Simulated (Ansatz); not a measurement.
Geometry optimisation, Ansatz, RKS PBE-D4/def2-SVP.

Input file:

```yaml
crystal:
  periodic: [false, false, false]
  atoms:
    - { symbol: Ge, position_ang: [-0.758583, -0.256678, -1.565606] }
    - { symbol: F, position_ang: [0.942948, 0.134815, -1.240644] }
    - { symbol: H, position_ang: [-0.709566, -0.932496, -2.962193] }
    - { symbol: H, position_ang: [-1.532472, 1.080948, -1.627865] }
    - { symbol: H, position_ang: [-1.251807, -1.229944, -0.473383] }
    - { symbol: H, position_ang: [-0.027659, 0.31244, 1.366389] }
    - { symbol: "N", position_ang: [-0.451365, 1.240613, 1.262483] }
    - { symbol: H, position_ang: [1.698603, -0.977749, 0.469044] }
    - { symbol: O, position_ang: [1.496082, -1.364891, 1.342045] }
    - { symbol: H, position_ang: [0.006471, 1.688233, 0.460609] }
    - { symbol: H, position_ang: [-1.44094, 1.112486, 1.025842] }
    - { symbol: H, position_ang: [2.028287, -0.807777, 1.943278] }
basis:
  gaussian: { orbitals: def2-SVP }
hamiltonian:
  xc: pbe
  dispersion: d4
relax:
  f_tol: 0.03
  max_steps: 50
output:
  orbitals: {}
```

Run as:

```bash
$ ansatz run input.yaml --threads 2 --pin off --max-ram 3072MiB --backend cpu --events-out ev --progress --plain --runs-dir out
```

Where does it end, and by what steps?

It converged. After 6 steps the energy has fallen by 0.062 eV; H8 moved furthest, 0.29 Å.

```csv
step,energy less start (eV),largest force component (eV/Å),accepted
0,0.0000,0.225,yes
1,-0.0388,0.549,yes
2,-0.0545,0.358,yes
3,-0.0592,0.243,yes
4,-0.0610,0.106,yes
5,-0.0606,0.188,no
6,-0.0620,0.022,yes
```

```xyz
12
Properties=species:S:1:pos:R:3
Ge -0.706 -0.345 -1.587
F 0.997 0.053 -1.212
H -0.621 -1.022 -2.978
H -1.468 0.998 -1.651
H -1.201 -1.306 -0.487
H 0.050 0.372 1.423
N -0.412 1.296 1.390
H 1.495 -0.816 0.347
O 1.305 -1.269 1.198
H -0.007 1.793 0.588
H -1.401 1.133 1.166
H 1.968 -0.888 1.804
```

Whether the end is a true minimum wasn't checked by a vibrational analysis.

The run took 11 s on 2 threads of Intel(R) Xeon(R) Platinum 8488C (Sapphire Rapids), on a shared host, peak memory 0.17 GiB.
